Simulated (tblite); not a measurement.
Compound: C9H3NS4.
SMILES: `c1cc2c(s1)sc1sc3sncc3c12`

Level: GFN2-xTB in tblite, geometry and Hessian alike; calculated harmonic values, unscaled, isolated species. This tight-binding method is rough: wavenumbers can miss measured ones by several per cent, in bad cases by 10 to 20.

Harmonic wavenumbers (cm⁻¹): 73.7, 93.1, 137.3, 165.2, 206.1, 265.7, 300.2, 304.8, 319.0, 377.6, 399.0, 423.2, 458.8, 485.9, 513.3, 522.9, 592.8, 644.7, 661.2, 687.5, 720.8, 738.6, 750.3, 787.6, 819.1, 819.3, 824.6, 945.6, 1011.4, 1050.7, 1061.9, 1080.5, 1122.1, 1172.1, 1247.5, 1353.4, 1378.8, 1389.4, 1452.9, 1475.9, 1511.7, 1559.8, 3128.2, 3141.1, 3166.1.

A = 1054, B = 300.4, C = 233.8 MHz; mass 252.915 u (most abundant isotopes); point group Cs, symmetry number 1.

Q: Zero-point energy?

A: Half the sum of the wavenumbers: 20671 cm⁻¹ = 247.28 kJ/mol.

Q: What is S at 298.15 K and 1 bar for an ideal gas of classical rigid rotors and harmonic oscillators?

A: Translation 177.86, rotation 136.99, vibration 126.20: S = 441.0 J/(mol K).

Q: And Cp and H(298.15 K) − H(0)?

A: Cp = 189.40 J/(mol K), of which vibrations give 156.14 (their classical limit is 45 R = 374.2); H(298.15 K) − H(0) = 31.76 kJ/mol without the zero-point energy, 21.84 from vibrations.

Q: Which modes carry the vibrational entropy at 298.15 K?

A: 73.7 cm⁻¹: 16.95; 93.1 cm⁻¹: 15.04; 137.3 cm⁻¹: 11.89; 165.2 cm⁻¹: 10.42; 206.1 cm⁻¹: 8.69; 265.7 cm⁻¹: 6.79 J/(mol K); the other 39 give 56.42 together.

Q: Blend soft modes into free rotors: weight 1/[1 + (100 cm⁻¹/ν̃)⁴] for the oscillator and the rest for a rotor with moment μB/(μ + B), μ = h/(8π²ν), B = 10⁻⁴⁴ kg m². What vibrational entropy results?

A: 121.51 J/(mol K) in place of 126.20, which changes −T·S at 298.15 K by +1.40 kJ/mol.

Q: How do the functions run with temperature in this model?

A: 
```tsv
T (K)	S (J/(mol K))	Cp (J/(mol K))	H − H(0) (kJ/mol)	G − H(0) (kJ/mol)	ln q(vib)
50	262.6	49.4	1.92	-11.21	0.23
100	305.1	76.8	5.06	-25.44	1.10
373.15	487.3	223.5	47.28	-134.57	8.61
500	559.3	267.9	78.61	-201.04	12.42
750	679.0	320.2	152.85	-356.40	19.60
1000	775.3	348.2	236.72	-538.60	26.07
```

q(vib) and H(0) count from the zero-point level.

Hindered rotation and anharmonicity are outside this model.

Hardware: one thread, Arm Neoverse V2 (aarch64), on a shared host. Cost: 1.2 s of wall time. This covers the Hessian and the dipole derivatives.
